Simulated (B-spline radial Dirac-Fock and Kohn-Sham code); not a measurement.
**Relativistic shifts of the levels of Hg¹⁶⁺**

System: the Hg¹⁶⁺ ion in the configuration 1s2 2s2 2p6 3s2 3p6 3d10 4s2 4p6 4d10 4f14 5s2 5p2.

Both columns are ΔSCF binding energies of the configuration average from a radial finite-basis atomic code: non-relativistic Hartree-Fock with a point nucleus, and Dirac-Fock with a finite nucleus and the Coulomb interaction alone, averaged over the two j levels with weights 2j+1.

```
shell  Hartree-Fock (eV)  Dirac-Fock (eV)  shift (eV)  shift (%)
   1s            75886.7          83922.4    +8035.69     +10.59
   2s            13110.9          15274.3    +2163.34     +16.50
   2p            12603.0          13334.9     +731.93      +5.81
   3s             3395.5           3940.2     +544.75     +16.04
   3p             3155.4           3363.3     +207.90      +6.59
   3d             2713.0           2695.1      -17.93      -0.66
   4s             1021.7           1162.5     +140.83     +13.78
   4p              915.7            967.7      +52.07      +5.69
   4d              722.6            718.8       -3.78      -0.52
   4f              461.3            447.2      -14.11      -3.06
   5s              402.4            437.4      +35.00      +8.70
   5p              366.2            378.5      +12.36      +3.37
```

Relativity binds 1s, 2s, 2p, 3s, 3p, 4s, 4p, 5s, 5p more strongly, among those listed most of all 2s in relative terms, and 3d, 4d, 4f more weakly, because the contracted s and p shells screen the nucleus better.

Values without a named source are computed, but for edge energies of neutral atoms, which are taken from tables.
